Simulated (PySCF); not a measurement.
PySCF 2.14 output of an unrestricted LDA calculation on a single atom or ion in aug-cc-pVDZ-DK (6s5p3d, 36 functions), with scalar relativity by spin-free X2C-1e:

```
SCF conv_tol = 1e-09
number electrons alpha = 19  beta = 15
    P. A. M. Dirac.,  Math. Proc. Cambridge Philos. Soc. 26, 376 (1930)
    F. Bloch.,  Z. Phys. 57, 545 (1929)
    S. H. Vosko, L. Wilk, and M. Nusair.,  Can. J. Phys. 58, 1200 (1980)
cycle= 1 E= -2783.38783267564  delta_E= -0.0104  |g|= 0.0456  |ddm|= 0.437
cycle= 2 E= -2783.38811730278  delta_E= -0.000285  |g|= 0.0133  |ddm|= 0.0371
cycle= 3 E= -2783.388147753  delta_E= -3.05e-05  |g|= 0.000989  |ddm|= 0.0216
cycle= 4 E= -2783.38814818057  delta_E= -4.28e-07  |g|= 1.78e-05  |ddm|= 0.00401
cycle= 5 E= -2783.38814818074  delta_E= -1.75e-10  |g|= 1.42e-07  |ddm|= 8.89e-05
converged SCF energy = -2783.38814818074  <S^2> = 6.0005999  2S+1 = 5.00024
```

The run itself started from symmetry-adapted Hartree-Fock orbitals and held the occupation by maximum overlap, on a logarithmic radial grid, so the iterations belong to that start.

Problem. Which element, charge and spin multiplicity is this?

Solution. Kr²⁺ (krypton, charge +2), multiplicity 5; the state was [Ar] 3d10 4s1 4p4 4d1, one real determinant (an excited configuration).

⟨L²⟩ = 8.00 against 12 for a pure F term, so this real determinant mixes terms. The outer electron is Rydberg-like, and this basis confines it to a smaller radius and binds it less than a complete one would.
